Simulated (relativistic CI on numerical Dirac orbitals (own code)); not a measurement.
Calculated at this level of theory: Dirac-Coulomb-Breit CI, orbitals from a KLI potential per configuration, model QED (radiative potential, 1s self-energy scaled to tabulated hydrogen-like ionisation energies), unscaled Slater integrals (own radial code, finite nucleus).

The strongest absorption lines from the ground level of an ion, among the configurations computed and to levels below about 374 eV (vacuum wavelength in Å, gf): 38.017 (0.19), 38.560 (0.82), 38.800 (0.77), 39.074 (0.2), 39.164 (0.21), 68.722 (1.6), 72.200 (1.1), 75.345 (1.1).

(1) Which ion is it?
A. Tc15+
B. Y13+
C. Tc17+
D. Tc19+

## Answers

(1) C. Tc17+ has 26 electrons and the ground level 3s²3p⁶3d⁸ ³F4; the strongest line goes to 3s²3p⁵3d⁹ ³D°3. The pattern of lines fixes the number of electrons, and along that sequence the line energies rise steadily with the charge (about as its square where n changes within one kind of shell, about linearly where n is kept but much faster in heavy ions where fine structure, which grows about as Z⁴, sets the gap, and irregularly where shells cross), which fixes Z. Configurations outside the model, such as inner-shell arrays, can give stronger lines. At this charge energies of transitions that change n are usually good to better than 1 %, and those within a shell (Δn = 0) to a few per cent. Terms inside the open d or f shell come out 10 to 20 % too wide with unscaled integrals.

LS names give the leading component of a level, which can be under half, so a name can repeat, a term be missing and a line seem to break the LS rules.
